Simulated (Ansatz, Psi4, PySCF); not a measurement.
C₃H₃ (SMILES [CH]1C=C1), doublet, geometry from GFN2-xTB. Base run: PySCF with WB97X/6-31G*.

The PySCF input:
```python
from pyscf import gto, scf, dft

mol = gto.M(
    atom='''
C     0.011373    0.000430    0.891075
C     0.062646   -0.660086   -0.417299
C     0.042471    0.661450   -0.417679
H    -0.793042   -0.011643    1.608887
H     0.070983   -1.567004   -0.972284
H     0.023123    1.567880   -0.973188
''',
    basis='6-31g*',
    charge=0,
    spin=1,
    verbose=4,
)

mf = dft.UKS(mol)
mf.xc = 'wb97x'
mf.kernel()
```

The same geometry, method and basis name were run in Ansatz (a quantum-chemistry and plane-wave program) and Psi4 and PySCF, at each program's defaults and at the settings that a row names. The base is PySCF at its defaults. Differences at the defaults can come from grids, fitting, cores and function types together.

```tsv
code and settings	ΔE vs base (mEh)	basis functions	E (Eh)	SCF cycles	dipole (D)
PySCF, defaults (exact integrals, its default grid, spherical functions)	0.000	48	-115.91420	11	1.49
Psi4, defaults (density fitting with its default set, its default grid, Cartesian functions)	-1.328	51	-115.91553	9	1.49
Ansatz, defaults (factorised integrals, its default grid, Cartesian functions)	-1.311	51	-115.91551	-	-
PySCF, density fitting with def2-universal-jkfit	-0.046	48	-115.91424	11	1.49
PySCF, fine grid	0.012	48	-115.91419	11	1.49
Psi4, exact integrals, spherical functions, fine grid	0.010	48	-115.91419	12	1.49
Ansatz, high accuracy, Cartesian functions as the basis file defines them	-1.310	51	-115.91551	-	-
```

Open shells are given as the SCF converged; they aren't shown to be the lowest states, and a large step between rows can be another state.
